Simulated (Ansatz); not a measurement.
C2H4Cl, doublet, geometry from GFN2-xTB; R2SCAN/STO-3G (Ansatz, a quantum-chemistry and plane-wave program).

Here is a job for Ansatz.
Ansatz 0.2 input:
```yaml
crystal:
  periodic: [false, false, false]
  atoms:
    - {symbol: C, position_ang: [0.04677316, 0.70471225, -0.20454313]}
    - {symbol: C, position_ang: [1.51515190, 0.66822849, -0.06284299]}
    - {symbol: Cl, position_ang: [-0.86044375, -0.68577280, 0.14716918]}
    - {symbol: H, position_ang: [-0.45045613, 1.44149208, -0.80844228]}
    - {symbol: H, position_ang: [1.90236896, 1.68339302, 0.00115825]}
    - {symbol: H, position_ang: [1.80467594, 0.11434297, 0.82910532]}
    - {symbol: H, position_ang: [1.99940461, 0.18126514, -0.91938050]}
basis:
  gaussian:
    orbitals: STO-3G
hamiltonian:
  xc: r2scan
magnetization: {spin_polarized: true, initial_magnetization: 1}
accuracy: high
```

Output, abridged:

```
Functional definition: r2SCAN
427 factors; integrals over basis functions are off by at most 5.5e-9 eV
mean field evaluation 1: about -14496.5209 eV, gradient 5.1e0 eV
mean field evaluation 2: about -14496.5856 eV, gradient 4.8e0 eV
mean field evaluation 4: about -14496.7513 eV, gradient 1.5e-1 eV
mean field evaluation 8: about -14496.6951 eV, gradient 5.1e-3 eV
mean field evaluation 16: about -14496.6951 eV, gradient 1.9e-7 eV
mean field -14496.69506779 eV, -532.7437175284 hartree, gradient 3.2e-8 eV, S^2 0.755274; 0 other end points of the search recorded, 0 dependent functions left out
reference -14496.69506860 eV, -532.7437175581 hartree; 17, 16 occupied and 6, 7 virtual orbitals, 427 factors
Total energy: -14496.69506860 eV, -532.7437175581 hartree
```
